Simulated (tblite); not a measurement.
Compound: C4H2NO2 (doublet state).
SMILES with atom numbers: `[N:1]#[C:2]/[CH:3]=[C:4]\[C:5](=[O:6])[OH:7]` (hydrogens: H8 on C3; H9 on O7)

Cartesian coordinates in Å at the GFN2-xTB level; atoms count from 1:
```xyz
9
C4H2NO2 angstrom
N      2.674    0.654   -1.563
C      2.035    0.078   -0.811
C      1.252   -0.643    0.132
C     -0.003   -0.403    0.329
C     -1.339    0.010    0.204
O     -2.115   -0.481   -0.595
O     -1.685    0.978    1.076
H      1.811   -1.395    0.684
H     -2.618    1.208    0.946
```

All values are computed: GFN2-xTB (tblite) harmonic vibrations without scaling, gas phase. This tight-binding method is rough: wavenumbers can miss measured ones by several per cent, in bad cases by 10 to 20. One conformer, not necessarily the lowest. Open shells enter through the occupations alone, without spin polarisation, and single modes of such species can be off by tens of per cent.

Harmonic wavenumbers (cm⁻¹): 43.0, 67.9, 154.3, 238.6, 394.4, 444.5, 520.7, 556.7, 578.2, 653.3, 734.2, 806.1, 983.1, 1096.1, 1140.0, 1247.2, 1636.2, 1872.3, 2381.6, 2957.8, 3466.4.

A = 6860, B = 1337, C = 1302 MHz; mass 96.009 u (most abundant isotopes); point group C1, symmetry number 1; spin multiplicity 2.

Q: Zero-point energy?

A: ½Σν̃ = 10986 cm⁻¹ = 131.42 kJ/mol.

Q: Entropy at 298.15 K, 1 bar (ideal gas, RRHO, classical rotation)?

A: Translation 165.78, rotation 115.85, vibration 76.49, spin (R ln 2) 5.76: S = 363.9 J/(mol K).

Q: And Cp and H(298.15 K) − H(0)?

A: Cp = 106.02 J/(mol K), of which vibrations give 72.76 (their classical limit is 21 R = 174.6); H(298.15 K) − H(0) = 21.34 kJ/mol without the zero-point energy, 11.42 from vibrations.

Q: Which modes carry the vibrational entropy at 298.15 K?

A: 43.0 cm⁻¹: 21.40; 67.9 cm⁻¹: 17.63; 154.3 cm⁻¹: 10.96; 238.6 cm⁻¹: 7.59; 394.4 cm⁻¹: 4.11; 444.5 cm⁻¹: 3.40 J/(mol K); the other 15 give 11.40 together.

Q: Blend soft modes into free rotors: weight 1/[1 + (100 cm⁻¹/ν̃)⁴] for the oscillator and the rest for a rotor with moment μB/(μ + B), μ = h/(8π²ν), B = 10⁻⁴⁴ kg m². What vibrational entropy results?

A: 67.30 J/(mol K) in place of 76.49, which changes −T·S at 298.15 K by +2.74 kJ/mol.

Q: How do the functions run with temperature in this model?

A: 
```json
{"T (K)": "50", "S (J/(mol K))": "239.6", "Cp (J/(mol K))": "49.1", "H − H(0) (kJ/mol)": "2.03", "G − H(0) (kJ/mol)": "-9.95", "ln q(vib)": "0.51"}
{"T (K)": "100", "S (J/(mol K))": "277.2", "Cp (J/(mol K))": "60.1", "H − H(0) (kJ/mol)": "4.77", "G − H(0) (kJ/mol)": "-22.95", "ln q(vib)": "1.40"}
{"T (K)": "373.15", "S (J/(mol K))": "389.2", "Cp (J/(mol K))": "119.5", "H − H(0) (kJ/mol)": "29.81", "G − H(0) (kJ/mol)": "-115.41", "ln q(vib)": "5.74"}
{"T (K)": "500", "S (J/(mol K))": "426.7", "Cp (J/(mol K))": "137.0", "H − H(0) (kJ/mol)": "46.14", "G − H(0) (kJ/mol)": "-167.23", "ln q(vib)": "7.59"}
{"T (K)": "750", "S (J/(mol K))": "486.9", "Cp (J/(mol K))": "159.2", "H − H(0) (kJ/mol)": "83.41", "G − H(0) (kJ/mol)": "-281.74", "ln q(vib)": "10.93"}
{"T (K)": "1000", "S (J/(mol K))": "534.7", "Cp (J/(mol K))": "172.9", "H − H(0) (kJ/mol)": "125.05", "G − H(0) (kJ/mol)": "-409.64", "ln q(vib)": "13.86"}
```

q(vib) and H(0) count from the zero-point level.

Q: What must be added to the electronic energy to get the Gibbs energy at 298.15 K and 1 bar?

A: ZPE + [H(298.15 K) − H(0)] − T·S = 131.42 + 21.34 − 108.49 = 44.27 kJ/mol.

Hindered rotation and anharmonicity are outside this model. Other conformers, if any are populated, would add a mixing term that is left out. The structure is chiral; the term R ln 2 for an equal mix with its mirror image is left out.
